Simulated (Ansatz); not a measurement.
# A geometry optimisation of H5Si2Sn with PBE0-D3(BJ)/def2-SVP

The starting geometry of this gas-phase doublet is a saddle point at PBE0-D3(BJ)/def2-SVP, pushed by 0.25 Å along its imaginary mode.

```xyz
8

Si   -0.9592    1.3587   -1.2831
Si    0.6144    1.2739    1.8799
Sn   -0.2192    3.2278    0.2881
H    -0.9072   -0.1240   -1.0388
H    -1.5625    1.5565   -2.6365
H     1.0092    1.8001    3.2369
H    -0.4414    0.1964    2.0819
H     1.8409    0.6010    1.2796
```

**Question.** Predict what becomes of its bonds when it is optimised with PBE0-D3(BJ)/def2-SVP.

**Answer.** It keeps its bonds.

The energy falls by 0.01 eV over 18 steps:

| step | E − E(last) (eV) |
| --- | --- |
| 1 | 0.013 |
| 3 | 0.003 |
| 5 | 0.003 |
| 7 | 0.002 |
| 9 | 0.001 |
| 10 | 0.001 |
| 12 | 0.000 |
| 14 | 0.000 |
| 16 | 0.000 |
| 18 | 0.000 |

Final geometry (Å):

```yaml
atoms:
  - { symbol: Si, position_ang: [-1.0280, 1.3520, -1.2755] }
  - { symbol: Si, position_ang: [0.6837, 1.2538, 1.8542] }
  - { symbol: Sn, position_ang: [0.0263, 3.1885, 0.1506] }
  - { symbol: H, position_ang: [-1.2823, -0.0806, -0.9076] }
  - { symbol: H, position_ang: [-1.6084, 1.5694, -2.6423] }
  - { symbol: H, position_ang: [0.6731, 1.7565, 3.2672] }
  - { symbol: H, position_ang: [-0.1808, 0.0294, 1.8031] }
  - { symbol: H, position_ang: [2.0912, 0.8215, 1.5581] }
```

Frequencies at the end are all real (lowest 48 cm⁻¹). Open shells are spin-unrestricted. Atoms past krypton carry core potentials, without spin–orbit terms. Run with Ansatz 0.2.0, 79 s on 2 threads of Arm Neoverse V2, with other jobs on the host.
